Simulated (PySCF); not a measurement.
A survey of $^{17}$O NMR shifts

PySCF 2.14 calculation with geometry: PBE0-D3(BJ)/def2-SVP and shieldings: GIAO PBE0/pcSseg-1; a single conformation, isolated molecule, relativity neglected, one averaged value for each set of equivalent atoms.

Shieldings were converted by a linear fit to measured shifts: $^{17}$O: δ = 264.70 − 0.894σ (rms 14.2 ppm, 145 shifts vs liquid water, solution or neat liquid). Occasional misses reach two or three times the rms, and more in compound classes unlike the fitted ones.

Q: Give the $^{17}$O shifts of `CC(=O)c1nn(C)nc1C`, `B1OCC[C@H](C2CCC2)O1`, `C[C@@H]1CC2(CC2)[C@H]1B(O)O`, `FC(F)O[BH2-][PH3+]`.

A: 
```json
{"compound": "CC(=O)c1nn(C)nc1C", "environment": "ketone oxygen", "δ (ppm)": "550.9"}
{"compound": "[BH:1]1[O:2][CH2:3][CH2:4][C@H:5]([CH:6]2[CH2:7][CH2:8][CH2:9]2)[O:10]1", "environment": "O10: oxygen bonded to C, B, in a 6-membered ring", "δ (ppm)": "93.6"}
{"compound": "[BH:1]1[O:2][CH2:3][CH2:4][C@H:5]([CH:6]2[CH2:7][CH2:8][CH2:9]2)[O:10]1", "environment": "O2: oxygen bonded to C, B, in a 6-membered ring", "δ (ppm)": "82.3"}
{"compound": "C[C@@H]1CC2(CC2)[C@H]1B(O)O", "environment": "oxygen bonded to B, H (×2)", "δ (ppm)": "77.7"}
{"compound": "FC(F)O[BH2-][PH3+]", "environment": "oxygen bonded to C, B", "δ (ppm)": "61.9"}
```
